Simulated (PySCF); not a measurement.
# input.py for InS

Input:

```python
from pyscf import gto, scf

mol = gto.M(
    atom='In 0 0 0; S 0 0 2.375',
    basis='def2-svp',
    ecp={'In': 'def2-svp'},
    charge=0,
    spin=1,
    verbose=4,
)
mf = scf.UHF(mol)
mf.kernel()
mf.dip_moment()
print('orbital energies (hartree):', [e[max(0, n-3):n+3].round(4) for e, n in zip(mf.mo_energy, mol.nelec)])
```

```bash
$ OMP_NUM_THREADS=1 python input.py
```

It prints (some set-up lines and the per-cycle HOMO/LUMO lines with their warnings removed):

```
PySCF version 2.14.0

[INPUT] Symbol           X                Y                Z      unit          X                Y                Z       unit  Magmom
[INPUT]  1 In     0.000000000000   0.000000000000   0.000000000000 AA    0.000000000000   0.000000000000   0.000000000000 Bohr   0.0
[INPUT]  2 S      0.000000000000   0.000000000000   2.375000000000 AA    0.000000000000   0.000000000000   4.488099545842 Bohr   0.0

nuclear repulsion = 74.8646496291032
number of shells = 18
number of NR pGTOs = 97
number of NR cGTOs = 44
basis = def2-svp
ecp = {'In': 'def2-svp'}

******** <class 'pyscf.scf.uhf.UHF'> ********
method = UHF
initial guess = minao
damping factor = 0
level_shift factor = 0
DIIS = <class 'pyscf.scf.diis.CDIIS'>
SCF conv_tol = 1e-09
SCF max_cycles = 50
number electrons alpha = 19  beta = 18
init E= -565.007039357301

cycle= 1 E= -586.231268367432  delta_E= -21.2  |g|= 0.87  |ddm|= 8.34
cycle= 2 E= -586.58687133829  delta_E= -0.356  |g|= 0.357  |ddm|= 2.25
cycle= 3 E= -586.635337570405  delta_E= -0.0485  |g|= 0.0274  |ddm|= 0.439
cycle= 4 E= -586.636544318181  delta_E= -0.00121  |g|= 0.0102  |ddm|= 0.0784
cycle= 5 E= -586.636776459988  delta_E= -0.000232  |g|= 0.00322  |ddm|= 0.0383
cycle= 6 E= -586.636802369772  delta_E= -2.59e-05  |g|= 0.00121  |ddm|= 0.0112
cycle= 7 E= -586.636806273946  delta_E= -3.9e-06  |g|= 0.000354  |ddm|= 0.00481
cycle= 8 E= -586.636806630593  delta_E= -3.57e-07  |g|= 0.000171  |ddm|= 0.0013
cycle= 9 E= -586.636806760691  delta_E= -1.3e-07  |g|= 5.13e-05  |ddm|= 0.00108
cycle= 10 E= -586.636806772539  delta_E= -1.18e-08  |g|= 1.5e-05  |ddm|= 0.000365
cycle= 11 E= -586.636806773351  delta_E= -8.12e-10  |g|= 6.12e-06  |ddm|= 9.06e-05
Extra cycle  E= -586.636806773446  delta_E= -9.52e-11  |g|= 4e-06  |ddm|= 1.76e-05
converged SCF energy = -586.636806773446  <S^2> = 0.75828916  2S+1 = 2.0082721
Dipole moment(X, Y, Z, Debye):  0.00000,  0.00000, -1.68185
orbital energies (hartree): [array([-0.4368, -0.3742, -0.3025,  0.0263,  0.0348,  0.1091]), array([-0.4597, -0.3498, -0.2956, -0.0168,  0.0358,  0.0825])]
```

In short: E(SCF) = -586.636807 Eh, 11 cycles, ⟨S²⟩ = 0.758, μz(SCF) = -1.68 D.

Run time: 1.2 s on 1 thread of Arm Neoverse N1 (shared host).

The bond length is a typed value, not an optimised one. No search for the lowest solution was made.
